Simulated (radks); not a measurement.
Excited configurations of Ho52+: one electron is placed in a higher orbital outside [Ne] 3s2 3p2. The ground configuration is [Ne] 3s2 3p3. Method: scalar-relativistic Kohn-Sham, PBE, spin-polarised, spherical densities, finite nucleus; open shells are filled with parallel spins first (spin-orbit coupling, left out, can overturn this in heavy ions); Fermi nuclear charge, rms radius 5.2022 fm; computed with a radial shooting solver on a logarithmic mesh with Libxc functionals. Excitation = E - E(ground); binding = E(ion) - E, where the ion is the core of charge +53; n* = 53/sqrt(2 binding) in atomic units. These energies are relativistic, and a one-electron ion of charge +53 with no core already has n* below n in this formula (scalar-relativistic equation, point nucleus: 4s 3.936, 5s 4.934, 5d 4.981, 5f 4.990, 6d 5.979). The quantum defect is therefore taken as that value minus n*, so that it holds no relativistic shift of the bare ion.

\begin{tabular}{lrrrrr}
outer orbital & excitation (eV) & binding (eV) & quantum defect & eigenvalue (eV) & <r> (bohr) \\ \hline
4s & 2117.4 & 2771.2 & 0.223 & -2745.4 & 0.3917 \\
5s & 3164.9 & 1723.7 & 0.225 & -1709.5 & 0.6293 \\
5d & 3287.4 & 1601.3 & 0.096 & -1586.6 & 0.6206 \\
5f & 3323.4 & 1565.2 & 0.048 & -1549.3 & 0.5789 \\
6d & 3783.5 & 1105.1 & 0.099 & -1095.8 & 0.9242 \\
\end{tabular}

The Delta-SCF ionisation energy is 4888.6 eV (NIST Atomic Spectra Database: 4802 eV, theoretical). Self-interaction in the functional shifts the binding energies and quantum defects, so they are the method's values and not measured ones. Open shells are spherical and high-spin; term and fine-structure splittings are not resolved. Spin-orbit splitting is averaged out at the scalar-relativistic level.
